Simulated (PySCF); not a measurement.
Compound: AlH8NOSi.
Z-matrix (Å and degrees, PBE0-D3(BJ)/def2-SVP geometry), rows numbered from 1:
```
N 
Al  1  2.0565
O   2  1.7379  1   95.81
Si  3  1.6322  2  163.74  1  -172.07
H   1  1.0210  2  113.92  3   179.61
H   1  1.0215  2  109.90  3    58.66
H   1  1.0214  2  110.21  3   -59.17
H   2  1.6006  1  100.74  3  -118.15
H   2  1.6000  1  100.90  3   118.28
H   4  1.5005  3  110.16  2   167.03
H   4  1.4988  3  112.01  2    47.47
H   4  1.4985  3  111.83  2   -73.62
```

The calculation used MP2 and CCSD/aug-cc-pVDZ in PySCF, restricted Hartree–Fock reference, 12 core orbitals frozen, non-relativistic, gas phase, PBE0-D3(BJ)/def2-SVP geometry.

E(HF) = -664.95342 Eh.

Problem. How large is the problem?

Solution. 172 basis functions and 50 electrons; 12 orbitals frozen, which leaves o = 13 correlated occupied and v = 147 virtual orbitals. That is o·v = 1911 singles and o·v(o·v + 1)/2 = 1826916 distinct closed-shell doubles amplitudes before symmetry; the costliest CCSD step grows as o²v⁴ = 7.9 × 10^10.

Problem. What are the MP2 and CCSD correlation energies?

Solution. MP2 -0.5820 Eh and CCSD -0.6368 Eh, which gives totals of -665.53540 and -665.59026 Eh. That is 0.667 eV for each correlated electron at CCSD (1672 kJ/mol in all, 0.096 % of the total energy); MP2 gives 91.4 % of the CCSD value.

Problem. What is the T1 diagnostic?

Solution. 0.0117, below the customary warning level of 0.02. It is the norm of the spatial-orbital singles amplitudes over the root of the number of correlated electrons, so the norm is 0.060.

Problem. How does correlation change the dipole moment?

Solution. HF gives 5.50 D and CCSD (unrelaxed density) 5.45 D, a change of -0.05 D.

No triples correction and no basis-set extrapolation were made.

One conformer stands for the species.
